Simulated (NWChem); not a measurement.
# Ionisation of borohydride (H₄B (-1))

SMILES: [BH4-]
```xyz
5

B      0.0000     0.0000     0.0000
H      0.0000     1.0278     0.7267
H      0.0000    -1.0278     0.7267
H      1.0278     0.0000    -0.7267
H     -1.0278     0.0000    -0.7267
```
Charge -1, spin multiplicity 1.

All runs are NWChem calculations. Structure: optimised with PBE/def2-SVP, a minimum by its harmonic frequencies.

Basis set: def2-TZVPD. The species with one electron less has spin multiplicity 2 and keeps the geometry of the parent. Δ marks differences of total energies (open shells unrestricted). −ε marks an orbital energy of the parent. That orbital need not have the symmetry of the hole or added electron in the Δ rows.

The correlated methods keep 1 core orbital frozen. B3LYP has NWChem's definition, with VWN1-RPA local correlation. The anion's geometry comes from a basis without diffuse functions. No SCF solution was tested for a lower state.

Problem. Order these methods by the first vertical ionisation energy they give, lowest first: −ε(HOMO) of PBE, ΔB2PLYP, G0W0@B3LYP, evGW@PBE, −ε(HOMO) of B3LYP.

Solution. −ε(HOMO) of PBE (0.67 eV), −ε(HOMO) of B3LYP (1.77 eV), G0W0@B3LYP (4.21 eV), ΔB2PLYP (4.46 eV), evGW@PBE (4.72 eV)
